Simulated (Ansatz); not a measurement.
Two members of one family (InSb nanocrystals, H-capped), computed with Ansatz in the gas phase; def2 core potentials for In, Sb, no spin–orbit coupling. The two geometries come from different levels. Binding counts from free atoms in the multiplicity of their measured ground term, without zero-point energy. Sets without diffuse functions give affinities that are too small. A dash marks a value that wasn't run or was left out as unsound. The structures are stationary points that may keep the symmetry of their start. Remarks come from the PBE and PBE0 runs and from stability tests at other levels; not every state was tested. A HOMO above zero means that the electron is unbound at that level and held by the basis, or that self-interaction error raises the level; the energy of removing that electron tells which.

First: In3Sb3H12, cut from wurtzite (singlet, charge 0, PBE-D4/def2-SVP geometry).

```xyz
18

Sb    0.1604   -0.6797    2.3629
In    0.0543   -3.0528    0.6760
Sb    0.6818   -1.5825   -1.7604
In   -1.1009    1.9409    2.1919
Sb   -0.2366    2.3907   -0.5525
In   -0.4474    0.8058   -2.9885
H    -0.1046   -1.2317    3.9713
H     1.8345   -0.3665    2.6077
H     1.4254   -4.0397    1.0638
H    -1.6288   -3.4598    0.5509
H     2.3799   -1.3096   -1.7075
H     0.7802   -2.7608   -3.0116
H    -0.2102    3.0229    3.2117
H    -2.8057    1.6277    2.0973
H     1.4218    2.8396   -0.4433
H    -0.7788    3.9702   -0.9681
H    -2.1395    0.4692   -3.1801
H     0.7141    1.4161   -4.1217
```

```tsv
level	HOMO (eV)	LUMO (eV)	gap (eV)	vertical EA (eV)	binding per atom (eV)
PBE-D4/def2-SVP	-6.15	-2.19	3.96	–	2.09
PBE-D4/def2-TZVP	-6.21	-2.29	3.92	0.67	2.11
r2SCAN-D4/def2-TZVP	-6.43	-2.14	4.30	–	2.12
PBE0-D4/def2-SVP	-7.06	-1.49	5.57	–	2.08
PBE0-D4/def2-TZVP	-7.09	-1.57	5.51	0.46	2.10
```

Remarks: HOMO above zero (-1 doublet).

Second: In4Sb4H14, cut from wurtzite (singlet, charge 0, r2SCAN-D4/def2-SVP geometry).

Cartesian coordinates in Å:
```
In 2.033 1.110 -2.301
Sb -0.432 -0.478 -2.726
In 2.313 -1.282 1.918
Sb 1.799 1.167 0.544
Sb -0.190 -2.599 1.034
In -2.154 -1.398 -0.648
In -0.262 2.827 1.617
Sb -2.481 1.061 0.758
H 3.263 0.011 -2.807
H 1.605 2.631 -2.994
H -0.157 -1.871 -3.668
H -1.496 0.251 -3.840
H 3.516 -2.213 1.105
H 2.053 -1.112 3.615
H 3.188 2.068 0.962
H 0.093 -4.112 0.306
H -1.096 -3.221 2.335
H -3.556 -2.307 -1.071
H -0.512 4.224 0.637
H -0.340 2.695 3.335
H -3.660 1.890 -0.149
H -3.528 0.658 2.040
```

Question: What does the change do? Estimate second minus first.

Answer: 
```json
{"level": "PBE-D4/def2-SVP", "Δ HOMO (eV)": "0.28", "Δ LUMO (eV)": "-0.11", "Δ gap (eV)": "-0.39", "Δ vertical EA (eV)": "–", "Δ binding per atom (eV)": "0.02"}
{"level": "PBE-D4/def2-TZVP", "Δ HOMO (eV)": "0.27", "Δ LUMO (eV)": "-0.10", "Δ gap (eV)": "-0.38", "Δ vertical EA (eV)": "0.25", "Δ binding per atom (eV)": "0.02"}
{"level": "r2SCAN-D4/def2-TZVP", "Δ HOMO (eV)": "0.28", "Δ LUMO (eV)": "-0.05", "Δ gap (eV)": "-0.34", "Δ vertical EA (eV)": "–", "Δ binding per atom (eV)": "0.02"}
{"level": "PBE0-D4/def2-SVP", "Δ HOMO (eV)": "0.27", "Δ LUMO (eV)": "-0.10", "Δ gap (eV)": "-0.37", "Δ vertical EA (eV)": "–", "Δ binding per atom (eV)": "0.02"}
{"level": "PBE0-D4/def2-TZVP", "Δ HOMO (eV)": "0.25", "Δ LUMO (eV)": "-0.11", "Δ gap (eV)": "-0.36", "Δ vertical EA (eV)": "0.22", "Δ binding per atom (eV)": "0.03"}
```

Remarks: HOMO above zero (-1 doublet).
